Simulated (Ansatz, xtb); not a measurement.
**Two isomers of C2H8FNSi3**

We compare a, `C#C[Si@@H](F)N([SiH3])[SiH3]`, a singlet, with b, `N#C[Si@H](F)C([SiH3])[SiH3]`, a singlet. Both are isolated molecules in the gas phase, relaxed with B3LYP-D3(BJ)/def2-SVP, each in the lowest conformer that the search found.

Quicker runs give these differences E(b) − E(a): GFN2-xTB +1.705 eV; HF/STO-3G −1.110 eV (at GFN2-xTB geometries); r2SCAN-D4/def2-SVP −0.010 eV (at GFN2-xTB geometries).

Question: Estimate E(b) − E(a) at the level CCSD(T)/def2-SVP + ΔMP2/def2-TZVPP.

Answer: Not settled: CCSD(T)/def2-SVP + ΔMP2/def2-TZVPP gives E(b) − E(a) = +0.275 eV, but this leans on the basis-set step: CCSD(T) alone gives +0.004 eV.

How the difference moves with the method:

| level | geometry | E(b) − E(a) (eV) | departure from the last row (eV) | job, with rough time for the two |
| --- | --- | --- | --- | --- |
| GFN2-xTB | GFN2-xTB | +1.705 | +1.429 | optimisation, 0.32 s |
| HF/STO-3G | GFN2-xTB | −1.110 | −1.386 | single point, 0.4 s |
| r2SCAN-D4/def2-SVP | GFN2-xTB | −0.010 | −0.285 | single point, 3.5 s |
| B3LYP-D3(BJ)/def2-SVP | B3LYP-D3(BJ)/def2-SVP | +0.080 | −0.195 | optimisation, 77 s |
| HF/def2-SVP | B3LYP-D3(BJ)/def2-SVP | +0.281 | +0.006 | part of the CCSD(T) run |
| MP2/def2-SVP | B3LYP-D3(BJ)/def2-SVP | +0.013 | −0.262 | part of the CCSD(T) run |
| CCSD(T)/def2-SVP | B3LYP-D3(BJ)/def2-SVP | +0.004 | −0.272 | single point |
| CCSD(T)/def2-SVP + ΔMP2/def2-TZVPP | B3LYP-D3(BJ)/def2-SVP | +0.275 |  | single point, 60 s |

As drawn, b has 1 C≡N, 3 C–Si in place of 1 C≡C, 3 N–Si.

HF/STO-3G puts the two in the other order. r2SCAN-D4/def2-SVP, MP2/def2-SVP, CCSD(T)/def2-SVP find them nearly level. The largest departure from CCSD(T)/def2-SVP + ΔMP2/def2-TZVPP is that of GFN2-xTB, 1.429 eV. The last row adds to CCSD(T) the change of the MP2 difference between the two basis sets, here +0.272 eV, a large step that makes the value less sure.

With thermal terms from frequencies at re-optimised GFN2-xTB minima (ideal gas, soft modes damped towards free rotors, one conformer each, 298.15 K, 1 atm): the zero-point term adds +0.013 eV; ΔH is +0.279 and ΔG +0.310 eV.

The correlated steps freeze 19 core orbitals. Run with Ansatz 0.2.0, xtb 6.7.1; the last row on 4 threads of Arm Neoverse V2 on a shared host.
